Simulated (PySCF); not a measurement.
Species: C₇H₁₃FSi.
Atom-mapped SMILES: `[CH2:1]=[CH:2][Si@@H:3]1[CH2:4][CH2:5][C@@H:6]1[C@@H:7]([CH3:8])[F:9]`

Structure used (GFN2-xTB), in Å, numbered top down from 1:
```xyz
22
C7H13FSi angstrom
C      2.6419    1.8110    0.4542
C      1.7775    1.0356   -0.1821
Si     0.9946   -0.4960    0.5676
C      0.9301   -2.0705   -0.5156
C     -0.5997   -1.9547   -0.6692
C     -0.8902   -0.7599    0.2648
C     -1.6951    0.3564   -0.3742
C     -1.8741    1.5532    0.5455
F     -1.0468    0.7906   -1.5252
H      2.9595    1.5986    1.4625
H      3.0753    2.6892    0.0008
H      1.4908    1.2977   -1.1928
H      1.3951   -0.6721    1.9703
H      1.4571   -2.0397   -1.4659
H      1.2275   -2.9856   -0.0092
H     -1.1279   -2.8610   -0.3751
H     -0.8769   -1.7187   -1.6953
H     -1.4340   -1.0757    1.1557
H     -2.6711   -0.0133   -0.7236
H     -0.8986    1.9229    0.8544
H     -2.4415    1.2621    1.4244
H     -2.4038    2.3492    0.0271
```

NICS is the negative of the GIAO shielding at a point without a nucleus: at the ring centre (0) and 1 Å above and below it (1); zz is the component along the ring normal. Level: GIAO PBE0/pcSseg-1 (PySCF, non-relativistic, gas phase) on the GFN2-xTB geometry, one conformer.

Ring bond lengths (Å), with Mayer bond orders in brackets: Si3–C4 1.912 (0.93), C4–C5 1.542 (1.02), C5–C6 1.544 (0.98), C6–Si3 1.927 (0.84).

Problem. What do the NICS probes read (ppm)?

Solution. 
```csv
ring,type,NICS(0),"NICS(1), two faces","NICS(1)zz, two faces",rms pucker (Å),"centre to ring atoms, mean (Å)"
Si3–C4–C5–C6,4-membered ring with Si; formal bonds all single,1.3,-0.6 / 0.3,4.1 / 6.0,0.03,1.22
```

Problem. What can be read from them?

Solution. 
- Si3–C4–C5–C6: mean NICS(1)zz 5.0 ppm, deshielded. Si3, C4, C5, C6 have four or more neighbours, so the value isn't read as a sign of a π ring current.

Problem. At the second NICS(1) probe listed for ring Si3–C4–C5–C6, 1 Å off the ring, what do the in-plane components average?

Solution. The isotropic value is a third of the trace: (3 × 0.3 − (6.0))/2 = -2.5 ppm.

Problem. List the ring angles and the Hirshfeld charges of the ring atoms.

Solution. 
- Si3–C4–C5–C6: Si3 76.4° (+0.362 e), C4 91.6° (-0.166 e), C5 100.6° (-0.077 e), C6 91.0° (-0.124 e); sum 359.6° against 360° for a flat convex ring.

Problem. What are the shieldings of the ring atoms and their hydrogens in the same run (means over atoms taken as equivalent)?

Solution. 
```json
{"atoms": "Si3", "environment": "SiH silicon", "σ isotropic (ppm)": "356.3", "principal values of the symmetric part, first atom (ppm)": "331.9, 353.6, 383.3"}
{"atoms": "C4", "environment": "sp3 carbon bound to silicon", "σ isotropic (ppm)": "176.6", "principal values of the symmetric part, first atom (ppm)": "160.5, 173.7, 195.6"}
{"atoms": "C5", "environment": "four-membered-ring carbon", "σ isotropic (ppm)": "162.8", "principal values of the symmetric part, first atom (ppm)": "141.0, 166.0, 181.5"}
{"atoms": "C6", "environment": "sp3 carbon bound to silicon", "σ isotropic (ppm)": "146.8", "principal values of the symmetric part, first atom (ppm)": "127.3, 148.5, 164.7"}
{"atoms": "H13", "environment": "Si–H hydrogen", "σ isotropic (ppm)": "26.52", "principal values of the symmetric part, first atom (ppm)": "23.7, 25.0, 30.8"}
{"atoms": "H14", "environment": "methylene hydrogen", "σ isotropic (ppm)": "30.34", "principal values of the symmetric part, first atom (ppm)": "26.8, 27.5, 36.7"}
{"atoms": "H15", "environment": "methylene hydrogen", "σ isotropic (ppm)": "30.25", "principal values of the symmetric part, first atom (ppm)": "26.3, 27.7, 36.7"}
{"atoms": "H16", "environment": "methylene hydrogen", "σ isotropic (ppm)": "29.31", "principal values of the symmetric part, first atom (ppm)": "24.7, 27.5, 35.7"}
{"atoms": "H17", "environment": "methylene hydrogen", "σ isotropic (ppm)": "29.16", "principal values of the symmetric part, first atom (ppm)": "25.5, 28.7, 33.4"}
{"atoms": "H18", "environment": "methine hydrogen", "σ isotropic (ppm)": "29.84", "principal values of the symmetric part, first atom (ppm)": "25.9, 30.3, 33.3"}
```

Hardware: Arm Neoverse N1, one thread, no GPU, on a shared host. Cost: 1.8 min (with the writing of density and orbital grids), 1.1 GiB resident at most. This is the whole shielding run at PBE0/pcSseg-1, SCF included.
